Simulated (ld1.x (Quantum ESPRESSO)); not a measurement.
## zirconium (Zr), ultrasoft: configuration errors across variants

```
Element                 : zirconium
Generator               : ld1.x (Quantum ESPRESSO) 7.5
Type                    : ultrasoft
Functional              : PBE
Relativity              : fully relativistic
Frozen core             : [Kr]
Valence charge          : 4
Reference configuration : 4d2 5s0 5p0 (charge +2)
Partial waves           : 5s (bound, empty): rcut 2.50, rcutus 3.20 bohr; 5s channel at -0.25 Ry: rcut 2.50, rcutus 3.20 bohr; 5p (bound, empty): rcut 3.05, rcutus 4.10 bohr; 5p channel at 4.05 Ry: rcut 3.05, rcutus 4.10 bohr; 4d (bound): rcut 2.40, rcutus 3.25 bohr; 4d channel at -0.75 Ry: rcut 2.40, rcutus 3.25 bohr
Local potential         : all-electron potential smoothed inside 2.40 bohr (lloc = -1)
Core correction         : a·sin(br)/r model core, default radius (core density twice the valence density)
Augmentation charge     : built from norm-conserving waves at rcut, not smoothed further
```

Open shells are filled in proportion to 2j + 1 (rel_dist='average').

All-electron excitation energies from the reference (eV): (1) 4d2 5s2 5p0 -20.077; (2) 4d2 5s1 5p0 -12.940; (3) 4d1 5s0 5p0 22.624; (4) 4d2 5s0 5p2 -13.868; (5) 4d2 5s0 5p1 -9.228.

The overlap operator is not positive definite (basis up to 400 Ry) in “all radii but the core radius scaled by about 1.17 (s 3.74, p 4.78, d 3.80 bohr, rcut 2.92/3.56/2.80); local potential all-electron potential smoothed inside 2.80 bohr (lloc = -1)”. Such files are unfit for use, however small their errors in these radial tests.

Tests that are not counted but printed errors over 1 eV. “waves 5s (bound): rcut 2.50, rcutus 2.72 bohr; 5s channel at -0.25 Ry: rcut 2.50, rcutus 2.72 bohr”: 4d2 5s2 5p0 (solver errors, printed error -62.3 eV).

2 further variants failed, have other tests or too few solved ones, and are left out.

A true bound ghost makes a file unfit for plane-wave use even where its test errors are small: the radial tests pick states by their node count and pass the ghost by. Where a test does run into it, the solver fails or the error is huge.

Errors AE − PS in meV (a dash: test not solved or not reliable):

| change | (1) | (2) | (3) | (4) | (5) | bound ghosts |
| --- | --- | --- | --- | --- | --- | --- |
| base | -31 | -13 | -181 | -12 | -4.9 | p1/2, p3/2 |
| wave 4d channel at -0.75 Ry: rcut 2.40, rcutus 3.25 bohr becomes 4d channel at 3.6 Ry: rcut 2.40, rcutus 3.25 bohr | -83 | -35 | -319 | -23 | -11 | not determined |
| all radii but the core radius scaled by about 1.17 (s 3.74, p 4.78, d 3.80 bohr, rcut 2.92/3.56/2.80); local potential all-electron potential smoothed inside 2.80 bohr (lloc = -1) | – | – | – | – | – | not determined (overlap not positive) |
| waves 5s (bound): rcut 2.50, rcutus 2.72 bohr; 5s channel at -0.25 Ry: rcut 2.50, rcutus 2.72 bohr | – | – | – | – | – | s, p1/2, p3/2 |
| waves 5p (bound): rcut 2.78, rcutus 2.94 bohr; 5p channel at 4.05 Ry: rcut 2.78, rcutus 2.94 bohr | -31 | -13 | -181 | +7.0 | 0.0 | p1/2, p3/2 |

Question: Give the same row for: type TM; waves now 5s (bound): rc 3.20 bohr; 5p (bound): rc 4.10 bohr; 4d (bound): rc 3.25 bohr; local potential the d channel.

Answer: -45, -18, -115, –, –; bound ghosts: s, p3/2, p1/2. Not counted: 4d2 5s0 5p2 (solver errors, printed error -2.7 eV); 4d2 5s0 5p1 (solver errors, printed error +2.2 eV).
